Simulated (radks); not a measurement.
Results of a calculation; reference values are marked as such.
All-electron atom: Mo II in [Kr] 4d5. Level of theory: scalar-relativistic Kohn-Sham, PBE, spin-polarised, spherical densities, finite nucleus; open shells are filled with parallel spins first (spin-orbit coupling, left out, can overturn this in heavy ions); Fermi nuclear charge, rms radius 4.4091 fm (a radial shooting solver on a logarithmic mesh with Libxc functionals).

Local quantities along the radius. ELF = 1/(1 + alpha^2) is the electron localisation function; alpha = (tau - tau_W)/tau_unif compares the Pauli kinetic energy density with that of the uniform gas (summed over spins). tau is taken from the large components.

```
   r/bohr * ELF (the largest magnitude, 1, reaches the edge; | marks zero)
  0.00208 |                                                      *
  0.00273 |                                                      *
 0.003612 |                                                      *
 0.004741 |                                                      *
 0.006223 |                                                      *
 0.008234 |                                                      *
  0.01081 |                                                      *
  0.01419 |                                                      *
  0.01877 |                                                     *
  0.02464 |                                                  *
   0.0326 |                                       *
  0.04279 |                      *
  0.05616 |                *
  0.07431 |                           *
  0.09754 |                                       *
    0.128 |                                        *
   0.1694 |                        *
   0.2223 |               *
   0.2942 |                               *
   0.3862 |                                          *
   0.5069 |                                   *
   0.6707 |           *
   0.8803 |                    *
    1.165 |                                         *
    1.529 |                                      *
    2.007 |                         *
    2.655 |            *
    3.485 |    *
    4.574 |*
    6.053 *
```

On this mesh the ELF has minima near r = 0.056, 0.22, 0.77 bohr, which separate the shells, and maxima near 0.11 (0.77), 0.39 (0.78), 1.2 (0.77).
